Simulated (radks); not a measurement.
Valence configurations of Yb+ (all share [Xe]). Calculated with a radial shooting solver on a logarithmic mesh with Libxc functionals: Dirac Kohn-Sham, PBE, spin-unpolarised, spherical densities, finite nucleus; open shells are shared between the two j in proportion to 2j + 1; Fermi nuclear charge, rms radius 5.3108 fm. Energies are relative to 4f14 6s1; eigenvalues in eV.

\begin{tabular}{lrrrrrr}
valence & E (eV) & e(4f5/2) & e(4f7/2) & e(5d3/2) & e(5d5/2) & e(6p1/2) \\ \hline
4f14 6s1 & 0.000 & -10.475 & -9.157 & - & - & - \\
4f12 6s1 6p2 & 25.755 & -32.224 & -30.752 & - & - & -9.223 \\
4f12 5d1 6s1 6p1 & 20.541 & -28.138 & -26.670 & -12.315 & -11.764 & -7.989 \\
4f13 5d1 6s1 & 5.681 & -17.019 & -15.627 & -8.188 & -7.804 & - \\
4f11 6s2 6p2 & 48.019 & -43.588 & -42.038 & - & - & -10.149 \\
4f14 5d1 & 2.934 & -9.085 & -7.769 & -5.777 & -5.524 & - \\
4f13.5 5d0.5 6s1 & 2.213 & -13.641 & -12.287 & -7.426 & -7.091 & - \\
4f11.5 5d1.5 6s1 6p1 & 28.988 & -32.115 & -30.608 & -13.115 & -12.514 & -8.128 \\
4f14 6p1 & 3.762 & -11.941 & -10.623 & - & - & -6.640 \\
4f14 5d0.5 6p0.5 & 3.251 & -10.436 & -9.119 & -6.720 & -6.437 & -6.023 \\
\end{tabular}

NIST lists [Xe] 4f14 6s1 as the ground configuration; this level of theory agrees among the configurations tried. The energies are those of spherical spin-averaged densities, not of single terms.
